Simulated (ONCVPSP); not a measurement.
# Before and after: ONCV potential for I (Z = 53)

```json
{
 "Element": "iodine",
 "Generator": "ONCVPSP 4.0.1",
 "Type": "optimised norm-conserving Vanderbilt (ONCV)",
 "Functional": "revPBE",
 "Relativity": "scalar-relativistic",
 "Frozen core": "[Kr]",
 "Valence charge": "17",
 "Reference configuration": "4d10 5s2 5p4.5 (charge +0.5)",
 "Partial waves": "5s: rc 1.50 bohr, ncon 4, nbas 8, qcut 3.4 1/bohr, 2 projectors, debl 2.3 Ha; 5p: rc 1.75 bohr, ncon 3, nbas 7, qcut 4.4 1/bohr, 2 projectors, debl 3.2 Ha; 4d: rc 1.00 bohr, ncon 4, nbas 8, qcut 8.7 1/bohr, 1 projector",
 "Local potential": "polynomial inside 0.90 bohr (lpopt 5, dvloc0 0 Ha)",
 "Core correction": "polynomial model core, fcfact 0.65"
}
```

All-electron outer shells of the reference configuration (revPBE, scalar-relativistic, ld1.x):

```
shell  level (eV)  outermost node (bohr)  outermost maximum (bohr)
   4s     -185.21                   0.37                      0.68
   4p     -132.17                   0.37                      0.72
   4d      -54.84                   0.35                      0.78
   5s      -21.64                   0.88                      1.70
   5p      -11.05                   0.96                      2.00
```

Change: p: rc 1.64.

Cutoffs: the cutoffs (Ha) at which the residual kinetic energy of the hardest occupied pseudo-wave falls to 1 and 0.1 mHa per electron; they do not see the model core or the augmentation charge, which bear on the density cutoff. Errors are all-electron minus pseudo energies relative to the spin-unpolarised reference configuration.

Problem. Predict the effect on cutoff, ghosts and configuration errors.

Solution. The potential gets neither clearly harder nor softer (191 Ha and 236 Ha → 191 Ha and 236 Ha); both files keep a bound ghost (p, s); of the 4 tests that both files solve, the error grows in 4 and shrinks in 0 by more than 15 % and 0.3 meV (median size 4.6 → 6.2 meV). That the errors move this way runs against the usual rule that smaller radii transfer better.

| quantity | base | changed |
| --- | --- | --- |
| cutoff, loose | 191 Ha | 191 Ha |
| cutoff, tight | 236 Ha | 236 Ha |
| loose cutoff by channel | s 23 Ha, p 8.3 Ha, d 191 Ha | s 23 Ha, p 8.1 Ha, d 191 Ha |
| bound ghosts | s, p | s, p |
| GHOST(+) flags under 300 eV | none | none |
| error for 4d10 5s2 5p5, meV [ΔE -4.51 eV] | +1.4 | +1.9 |
| error for 4d10 5s2 5p4, meV [ΔE 6.58 eV] | -2.0 | -2.6 |
| error for 4d10 5s2 5p3, meV [ΔE 26.38 eV] | -7.3 | -9.8 |
| error for 4d10 5s2 5p2, meV [ΔE 55.64 eV] | -13 | -19 |
| s: phases at 1.53 bohr within 0.05 rad from the reference energy up to (Ha; the scan ends near 5) | 4.2 | 4.2 |
| d: phases at 1.02 bohr within 0.05 rad from the reference energy up to (Ha; the scan ends near 5) | to the end of the scan | to the end of the scan |
| rms error of d²Exc/dni dnj with the model core, mHa | 0.23 | 0.23 |

 A true bound ghost makes a file unfit for plane-wave use even where its test errors are small: the radial tests pick states by their node count and pass the ghost by.
